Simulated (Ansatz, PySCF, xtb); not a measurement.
Dimer: C2H4 (SMILES C=C) (first 6 atoms) with C2H6O (SMILES COC); geometry from B3LYP-D3(BJ)/def2-TZVP, rigid monomers moved along the line of their centres of mass till H3···O8 is 2.22 Å.
(charge 0, multiplicity 1):
```xyz
15

C     -0.444     0.263     0.861
C      0.714    -0.149     0.366
H     -0.822    -0.103     1.808
H     -1.056     0.986     0.334
H      1.097     0.217    -0.580
H      1.328    -0.876     0.886
C     -0.544     1.041     4.312
O     -0.520    -0.333     3.992
C      0.788    -0.863     3.997
H      0.031     1.629     3.585
H     -0.133     1.224     5.313
H     -1.584     1.363     4.289
H      1.429    -0.347     3.271
H      0.714    -1.915     3.725
H      1.247    -0.781     4.990
```

Counterpoise-corrected where a basis set is named; no monomer relaxation. Rows marked so take none.

Rows in 3-21G, 6-31G* carry no dispersion term and start afresh at each structure (6-31G* with six Cartesian d functions).

Programs: Ansatz (Gaussian orbitals); PySCF for 3-21G rows, 6-31G* rows, the dispersion terms; xtb for the GFN methods. Values without a source in brackets are computed.

Question: One of these levels gives -1.54 kcal/mol for the interaction energy. Which one is it?
(A) PBE0-D3(BJ)/def2-TZVPPD
(B) B3LYP/6-31G*
(C) GFN2-xTB
(D) B3LYP/3-21G (no counterpoise)

Answer: A, PBE0-D3(BJ)/def2-TZVPPD. The others give -1.16 (GFN2-xTB), -3.97 (B3LYP/3-21G (no counterpoise)), 1.05 (B3LYP/6-31G*)

Ansatz is a quantum-chemistry and plane-wave program.
